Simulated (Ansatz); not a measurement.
Two isomers of CH5AlF2OSi: A = `[CH3][AlH][O][SiH](F)F`, B = `F[SiH](F)C[O][AlH2]`.

Program: Ansatz. Geometries: PBE0-D4/def2-TZVP. ΔE: electronic, gas phase. CBS: MP2 limit from def2 TZ/QZ plus the TZ coupled-cluster correction, frozen cores. DFT in def2-TZVPP. B3LYP here is the variant with VWN-RPA as its local correlation; programs differ in this. One conformer a species, not always the lowest.

(1) Which is lower in electronic energy at CCSD(T)/CBS, and by how much? (An estimate is asked.)

(2) Give E(B) − E(A) in kJ/mol with r2SCAN-D4, B3LYP-D4, PBE-D4, PBE0-D4, ωB97M-V, HF/def2-TZVPP, B3LYP. (An estimate is asked.)

Largest T1 diagnostic: 0.013.

Answers

(1) The calculation gave: A, by 270.5 kJ/mol.

(2) The calculation gave: r2SCAN-D4 267.7, B3LYP-D4 258.5, PBE-D4 247.0, PBE0-D4 257.6, ωB97M-V 263.3, HF/def2-TZVPP 274.8, B3LYP 261.5. None reverses the order clearly.

From PBE to PBE0 (25 % exact exchange), in def2-TZVPP and without D4, E(B) − E(A) moves by +10.3 kJ/mol.
